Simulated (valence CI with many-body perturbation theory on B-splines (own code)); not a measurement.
# Pb8+: key properties

Level of theory: relativistic CI+MBPT: six valence electrons over a frozen Dirac-Fock core [Xe] 4f14, a basis of 7 s, 7 p, 8 d, 6 f, 4 g, 1 h functions for each j, with the one-electron correlation potential Σ1, the two-electron term Σ2, the three-electron term Σ3, Breit, model QED; selected CI, second order for the rest, scaled by the run's own slope (own B-spline code, finite nucleus).

No measured levels were compared; by estimate terms of the open shell hold to 2 to 4 % of their energy, and close levels can change places; different configurations can be misplaced against each other by 1,000 to 8,000 cm⁻¹. Among the levels kept, up to 600 cm⁻¹ of a level comes from second order outside the variational space, and about a tenth of that is noise between levels of different J, which matters for small intervals. Only levels of the ground parity were solved; by the run's estimate the other parity begins above the list, which can be wrong where configurations are misplaced.

Levels are named by their leading jj configuration (3d3/2^4 stands for four electrons in 3d with j = 3/2), which in mixed levels can hold well under half, so a name can repeat and another be missing.

Rates and lifetimes use the calculated energies. Strong lines usually hold to 10 to 20 %, long lifetimes can be off by a factor of two.

(1) What is the ground level?

(2) How well does LS coupling describe the low levels?

(3) Name the longest-lived excited levels whose lifetime is computed, and their main decay.

(4) What is the ionisation energy?

Results:

(1) (5d3/2^4 5d5/2^2) J=4, composition 63 % 5d⁶ ⁵D + 26 % 5d⁶ ³F + 4 % 5d⁶ ¹G, g = 1.384.

(2) Among the lowest 20 levels the leading LS term, summed over configurations, holds 54 % on average. For single configurations the figures are 53 % in LS and 73 % in jj coupling. Terms mix most in the J = 4 level at 25133 cm⁻¹, where the leading one holds 25 %.

(3) (5d3/2^4 5d5/2^2) J=2 at 8531 cm⁻¹ lives 1220 s, mostly by E2 to (5d3/2^4 5d5/2^2) J=4; (5d3/2^4 5d5/2^2) J=0 at 19438 cm⁻¹ lives 116 s, mostly by E2 to (5d3/2^4 5d5/2^2) J=2. The lifetime of (5d3/2^3 5d5/2^3) J=6 is too uncertain to give, and may be longer.

(4) 139.11 eV; NIST lists 138 ± 2.2 eV (theoretical).
